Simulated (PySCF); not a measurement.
# Correlation energy of Kr⁺ (krypton, charge +1)

[Ar] 3d10 4s2 4p5, 2P determinant. Calculation: PySCF 2.14, in x2c-SVPall (5s4p3d, 32 functions); scalar relativity by spin-free X2C-1e. Frozen: [Ar] 3d10; 7 electrons correlated.

MP2 pair energies summed by pair of shells (mhartree):

| pair | energy | share (%) |
| --- | --- | --- |
| 4p-4p | -68.41 | 68.0 |
| 4s-4p | -26.40 | 26.3 |
| 4s-4s | -5.72 | 5.7 |

Total MP2 correlation energy: -100.53 mhartree.

Same-spin part -25.44 and opposite-spin part -75.09 mhartree; SCS-MP2 scales them by 1/3 and 6/5 to -98.59 mhartree.

```tsv
level	correlation energy (mhartree)
CCSD	-115.08
(T)	-1.27
CCSD(T)	-116.35
```

Diagnostics: T1 = 0.0046, D1 = 0.0165, largest double amplitude 0.050.

Cost of the coupled-cluster step: 0.14 s of wall time on 1 thread of Neoverse-V1 (shared host), for 7 correlated electrons.

Iterations:

```
CC2 = 0
CCSD nocc = (np.int64(4), np.int64(3)), nmo = (18, 18)
frozen orbitals [[0, 1, 2, 3, 4, 5, 6, 7, 8, 9, 10, 11, 12, 13], [0, 1, 2, 3, 4, 5, 6, 7, 8, 9, 10, 11, 12, 13]]
max_cycle = 100
direct = 0
conv_tol = 1e-08
conv_tol_normt = 1e-06
diis_space = 8
diis_start_cycle = 0
Init t2, MP2 energy = -0.100528412568737
Init E_corr(UCCSD) = -0.100528412577383
cycle = 1  E_corr(UCCSD) = -0.112344487507801  dE = -0.0118160749  norm(t1,t2) = 0.0285613
cycle = 2  E_corr(UCCSD) = -0.114317079087179  dE = -0.00197259158  norm(t1,t2) = 0.00838251
cycle = 3  E_corr(UCCSD) = -0.115093831141349  dE = -0.000776752054  norm(t1,t2) = 0.00303947
cycle = 4  E_corr(UCCSD) = -0.115075672561525  dE = 1.81585798e-05  norm(t1,t2) = 0.000242151
cycle = 5  E_corr(UCCSD) = -0.115077080652951  dE = -1.40809143e-06  norm(t1,t2) = 4.71448e-05
cycle = 6  E_corr(UCCSD) = -0.115077057966199  dE = 2.26867519e-08  norm(t1,t2) = 6.82541e-06
cycle = 7  E_corr(UCCSD) = -0.115077079836942  dE = -2.18707424e-08  norm(t1,t2) = 1.16606e-06
cycle = 8  E_corr(UCCSD) = -0.11507707195413  dE = 7.88281229e-09  norm(t1,t2) = 2.18534e-07
UCCSD converged
E(UCCSD) = -2787.318950315034  E_corr = -0.1150770719541296
UCCSD(T) correction = -0.00127105600924965
```
